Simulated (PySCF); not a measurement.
## Interval between two levels of Se by level of theory

Se [Ar] 3d10 4s2 4p4 [3P2, M_J = 2] → Se [Ar] 3d10 4s1 4p5 [3P2, M_J = 2], as a difference of total energies. All numbers are calculated (PySCF 2.14, the two-component X2C-1e Hamiltonian, in x2c-SVPall-2c with one added diffuse shell each of s, p, d type (6s7p4d, 47 functions)). Correlated levels: [Ne] frozen; the 6 highest virtual spinors dropped. "Screened" scales the spin-orbit matrix elements by Boettger's factors to mimic the two-electron term; Breit and QED terms are absent.

| method | interval between two levels (cm⁻¹) |
| --- | --- |
| GHF (spin-free) | 93974 |
| GMP2 (spin-free) | 86901 |
| GHF (screened spin-orbit) | 94205 |
| GMP2 (screened spin-orbit) | 87046 |

The labels give the starting determinants; with spin-orbit coupling the two ends relaxed to ⟨J²⟩ = 6.01, ⟨L²⟩ = 2.07, ⟨S²⟩ = 1.97 and ⟨J²⟩ = 6.05, ⟨L²⟩ = 2.01, ⟨S²⟩ = 2.04.
